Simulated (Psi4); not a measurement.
C$_{2}$H$_{4}$NO (SMILES CC([NH])=O), doublet, at a GFN2-xTB geometry. Base run: Psi4 with CCSD(T)/cc-pVDZ.

The Psi4 input:
```
memory 2 GB

molecule {
0 2
  O     0.52038037    1.10899932    0.47787017
  C     0.07362476    0.04155692    0.01629218
  N     0.97908963   -0.79537771   -0.38307541
  C    -1.37266602   -0.31112209   -0.09746586
  H    -1.87439289    0.42856119   -0.71790388
  H    -1.47291315   -1.29927869   -0.53410739
  H    -1.82638734   -0.28731230    0.89115672
  H     1.95127056   -0.52892976   -0.29353686
}

set basis cc-pvdz
set reference uhf
set freeze_core true

energy('ccsd(t)')
print_variables()
```

The base run was repeated with changes; each row names its change, and settings that it needs were set with it.

```tsv
change	ΔE vs base (mEh)	MP2 correlation (Eh)	CC correlation without the perturbative part (Eh)	basis functions	core-seconds (rough)
base	0.000	-0.61403	-0.64265	76	200
method = mp2	…	-0.61399	-	76	6
method = mp3	38.420	-0.61399	-	76	10
method = ccsd	24.616	-0.61403	-0.64265	76	80
```

Fill in the missing entries.


- method = mp2, ΔE vs base (mEh): 53.626

Open shells are given as the SCF converged; they aren't shown to be the lowest states, and a large step between rows can be another state.
